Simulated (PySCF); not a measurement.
Job file and geometry (Å, from GFN2-xTB) of an NMR shielding run on SMILES C[C@@H](/C=C/C=C\Cl)B(F)F, C6H8BClF2, PySCF 2.14.0, density-fitted response routines, GIAO PBE0/pcSseg-1 NMR shielding, non-relativistic, gas phase; density fitting, a coarse starting grid and PySCF grid level 2 are the driver's defaults:

```
$ OMP_NUM_THREADS=1 python probes_run.py task.json out

{"job": {"kind": "nmr", "xc": "PBE0", "basis": "pcSseg-1"}, "charge": 0, "multiplicity": 1}
C     -2.514315    -0.620426    -0.009269
C     -1.343806     0.328696     0.286165
C     -0.099404    -0.139307    -0.420654
C      1.112894    -0.186050     0.135432
C      2.286749    -0.635687    -0.566534
C      3.516622    -0.707463    -0.056034
Cl     3.908636    -0.261626     1.555637
B     -1.575259     1.810197    -0.245328
F     -2.187581     2.079104    -1.379821
F     -1.095935     2.872108     0.367749
H     -2.747490    -0.616742    -1.071181
H     -3.400411    -0.308672     0.537760
H     -2.257937    -1.634147     0.289945
H     -1.146229     0.339958     1.361679
H     -0.237914    -0.437371    -1.451515
H      1.249849     0.116716     1.164126
H      2.154689    -0.941244    -1.595550
H      4.368084    -1.051725    -0.620900
```

Task: Write the output of this run.

Result: 
```
coarse grid: 16360 points
cycle   1  E = -917.4076593193  dE =  1.282e+00  |g| = 6.823e-01  |ddm| = 3.901e+00
cycle   2  E = -917.3540479539  dE =  5.361e-02  |g| = 9.210e-01  |ddm| = 9.635e-01
cycle   3  E = -917.4934219184  dE = -1.394e-01  |g| = 8.895e-02  |ddm| = 5.587e-01
cycle   4  E = -917.4948969701  dE = -1.475e-03  |g| = 4.766e-02  |ddm| = 1.156e-01
cycle   5  E = -917.4954201827  dE = -5.232e-04  |g| = 1.520e-02  |ddm| = 4.910e-02
cycle   6  E = -917.4954696208  dE = -4.944e-05  |g| = 4.041e-03  |ddm| = 1.520e-02
cycle   7  E = -917.4954734326  dE = -3.812e-06  |g| = 1.407e-03  |ddm| = 4.821e-03
final grid: 156392 points
cycle   8  E = -917.5627534484  dE = -7.320e-05  |g| = 8.498e-03  |ddm| = 3.298e-02
cycle   9  E = -917.5627459458  dE =  7.503e-06  |g| = 9.842e-03  |ddm| = 1.537e-02
cycle  10  E = -917.5627701825  dE = -2.424e-05  |g| = 1.975e-03  |ddm| = 9.453e-03
cycle  11  E = -917.5627711130  dE = -9.306e-07  |g| = 5.000e-04  |ddm| = 2.054e-03
cycle  12  E = -917.5627711717  dE = -5.866e-08  |g| = 1.162e-04  |ddm| = 5.653e-04
cycle  13  E = -917.5627711742  dE = -2.488e-09  |g| = 5.474e-05  |ddm| = 1.575e-04
cycle  14  E = -917.5627711749  dE = -7.383e-10  |g| = 1.127e-05  |ddm| = 5.428e-05
converged SCF energy = -917.5627711749

GIAO shielding tensors (ppm)
atom      isotropic    diamagn.    paramagn.     s11        s22        s33       span
  0 C      170.099     245.640     -75.541    161.130    162.205    186.961     25.830
  1 C      155.147     251.623     -96.476    142.155    154.897    168.388     26.233
  2 C       42.831     258.591    -215.760    -58.307     50.366    136.435    194.741
  3 C       52.784     255.670    -202.886    -55.945     60.063    154.235    210.180
  4 C       49.839     253.270    -203.431    -59.806     65.077    144.246    204.052
  5 C       55.354     250.441    -195.087    -32.425     74.926    123.561    155.987
  6 Cl     761.773    1146.836    -385.063    522.257    837.400    925.662    403.405
  7 B       74.651     194.747    -120.096     53.908     80.482     89.564     35.657
  8 F      252.813     467.661    -214.848     82.683    292.498    383.259    300.576
  9 F      243.963     467.897    -223.934     82.269    292.643    356.977    274.708
 10 H       30.341      29.627       0.715     26.590     28.786     35.649      9.059
 11 H       30.474      27.763       2.711     26.025     27.693     37.705     11.679
 12 H       30.608      29.525       1.083     26.292     28.853     36.679     10.388
 13 H       29.465      33.470      -4.005     26.150     29.077     33.168      7.018
 14 H       26.032      35.603      -9.571     23.159     24.579     30.359      7.199
 15 H       24.598      33.134      -8.536     19.985     21.341     32.467     12.482
 16 H       25.348      31.324      -5.976     23.306     23.623     29.115      5.810
 17 H       25.665      27.400      -1.735     20.801     26.995     29.199      8.398
```

Size and cost of the density-fitted run: 217 basis functions, 45 s wall time on 1 thread of an Arm Neoverse V2, shared host; peak memory 0.96 GiB.
